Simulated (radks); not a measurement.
The numbers below are computed, except where a source is named.
All-electron atom: N2- in [He] 2s2 2p5. Code: a radial shooting solver on a logarithmic mesh with Libxc functionals. Model: non-relativistic Kohn-Sham, r2SCAN, spin-polarised, spherical densities, point nucleus; open shells are filled with parallel spins first; meta-GGA in the generalised Kohn-Sham scheme; Watson sphere of charge +2 and radius 3.06 bohr.

Local quantities along the radius. ELF = 1/(1 + alpha^2) is the electron localisation function; alpha = (tau - tau_W)/tau_unif compares the Pauli kinetic energy density with that of the uniform gas (summed over spins); -r V(r) is the screened charge that the Kohn-Sham potential of spin up presents (atomic units).

| r (bohr) | ELF | alpha | -r V(r) |
|---|---|---|---|
| 0.01 | 1.000 | 0.002349 | 6.912 |
| 0.01251 | 1.000 | 0.002463 | 6.881 |
| 0.01565 | 1.000 | 0.002615 | 6.843 |
| 0.01974 | 1.000 | 0.002827 | 6.793 |
| 0.0247 | 1.000 | 0.003108 | 6.731 |
| 0.0309 | 1.000 | 0.003502 | 6.654 |
| 0.03866 | 1.000 | 0.004071 | 6.558 |
| 0.04837 | 1.000 | 0.004920 | 6.439 |
| 0.06051 | 1.000 | 0.006248 | 6.293 |
| 0.0757 | 1.000 | 0.008446 | 6.115 |
| 0.09471 | 1.000 | 0.01235 | 5.904 |
| 0.1194 | 1.000 | 0.02031 | 5.648 |
| 0.1494 | 0.999 | 0.03714 | 5.367 |
| 0.1869 | 0.994 | 0.07863 | 5.062 |
| 0.2339 | 0.963 | 0.1960 | 4.752 |
| 0.2926 | 0.758 | 0.5650 | 4.291 |
| 0.3661 | 0.260 | 1.688 | 3.703 |
| 0.458 | 0.088 | 3.226 | 3.321 |
| 0.5729 | 0.149 | 2.388 | 2.900 |
| 0.7225 | 0.493 | 1.014 | 2.564 |
| 0.904 | 0.756 | 0.5674 | 2.095 |
| 1.131 | 0.833 | 0.4481 | 1.645 |
| 1.415 | 0.835 | 0.4445 | 1.266 |
| 1.77 | 0.792 | 0.5126 | 0.9903 |
| 2.215 | 0.705 | 0.6464 | 0.8656 |
| 2.771 | 0.586 | 0.8412 | 0.9250 |
| 3.466 | 0.429 | 1.153 | 0.8386 |
| 4.371 | 0.229 | 1.836 | 0.4597 |
| 5.469 | 0.079 | 3.413 | 0.2794 |
| 6.842 | 0.016 | 7.813 | 0.2090 |
| 8.559 | 0.002 | 23.46 | 0.1112 |

On this mesh the ELF has minima near r = 0.46 bohr, which separate the shells, and maxima near 1.3 (0.84).
